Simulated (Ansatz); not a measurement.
Stepwise reaction of `[OH][Sn]([F])([F])[F]` with water, as a gas-phase model of exchange steps in deposition or etching. ΔE in kJ/mol; ΔG adds harmonic PBE0-D4 terms to CCSD(T)/CBS, at 1 bar.

Isolated molecules relaxed with PBE0-D4/def2-TZVP in Ansatz; ΔE leaves out vibrations. CCSD(T)/CBS is the MP2 limit (def2-TZVPP, def2-QZVPP) plus CCSD(T) − MP2 in def2-TZVPP, frozen cores. This one scheme is used for every species. DFT in def2-TZVPP. B3LYP here is the variant with VWN-RPA as its local correlation; programs differ in this. Elements past krypton have def2 core potentials. For Sn outer-core shells are correlated without core-valence functions, which leaves a few kJ/mol of doubt a bond. Each species was taken in one conformer, which may not be the lowest.

```tsv
step	reaction	PBE-D4	B3LYP-D4	ωB97M-V	CCSD(T)/CBS	ΔG(500 K)
1	`[OH][Sn]([F])([F])[F]` + H₂O → `[OH][Sn]([OH])([F])[F]` + H–F	18.4	19.1	19.3	16.0	21.5
2	`[OH][Sn]([OH])([F])[F]` + H₂O → `[OH][Sn]([OH])([OH])[F]` + H–F	26.8	27.3	26.8	22.7	18.3
3	`[OH][Sn]([OH])([OH])[F]` + H₂O → `[OH][Sn]([OH])([OH])[OH]` + H–F	29.3	30.5	29.8	25.4	33.0
```

Problem. By hand: ΔE of the 3 steps together at CCSD(T)/CBS.

Solution. (16.0) + (22.7) + (25.4) = 64.1 kJ/mol, or 21.4 kJ/mol a step.

In ΔE each step is higher than the one before. All are uphill at CCSD(T)/CBS. ΔG lies between 18.3 and 33.0 kJ/mol a step. PBE-D4 differs from CCSD(T)/CBS by 2.4 to 4.1 kJ/mol a step. Isolated molecules leave out the surface, adducts and barriers. Largest T1 diagnostic: 0.015.
